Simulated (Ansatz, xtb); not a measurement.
## Relaxing a trial structure of FH3N3Si

The starting geometry of this gas-phase doublet was built from a drawn formula by distance geometry and a force field; its bonds are those of `[N]=N[Si-]([NH3+])F`.

```xyz
8

F    -1.0359   -2.2111   -0.1151
N    -0.7997    0.9670   -0.4067
N    -0.0113    0.2784    0.4107
N     0.3373   -1.7953    2.0212
Si   -0.8551   -1.0989    1.0900
H     0.0542   -2.7376    2.4125
H     0.6376   -1.1714    2.8393
H     1.1419   -1.9924    1.3943
```

**Question.** Predict what becomes of its bonds when it is optimised with r2SCAN-D4/def2-SVP.

**Answer.** It loosens into FH3NSi + N2, which stay close as a complex. Distances that change by over a tenth: N2–N3 (1.33 → 1.11 Å), N4–Si5 (1.67 → 2.07 Å). Contacts that open: N3–Si5 (1.75 → 3.17 Å).

The energy falls by 2.71 eV over 36 steps:

```csv
step,E − E(last) (eV)
1,2.707
5,0.251
9,0.226
13,0.221
17,0.196
20,0.169
24,0.044
28,0.001
32,0.000
36,0.000
```

Final geometry (Å):

```yaml
atoms:
  - { symbol: F, position_ang: [-0.7281, -2.1001, -0.3588] }
  - { symbol: N, position_ang: [-0.3511, 1.5278, -0.0546] }
  - { symbol: N, position_ang: [-0.0790, 0.6884, 0.6166] }
  - { symbol: N, position_ang: [0.2948, -1.9720, 1.9955] }
  - { symbol: Si, position_ang: [-1.5697, -2.0704, 1.0939] }
  - { symbol: H, position_ang: [0.3064, -2.0965, 3.0100] }
  - { symbol: H, position_ang: [0.6984, -1.0543, 1.7693] }
  - { symbol: H, position_ang: [0.8973, -2.6840, 1.5742] }
```

From the same start GFN2-xTB ends elsewhere, in pieces: FN2Si + H3N.

No frequencies were run, so the end isn't proven a minimum. Open shells are spin-unrestricted. Run with Ansatz 0.2.0, 89 s on 2 threads of Intel(R) Xeon(R) 6975P-C (Granite Rapids), on a shared host.
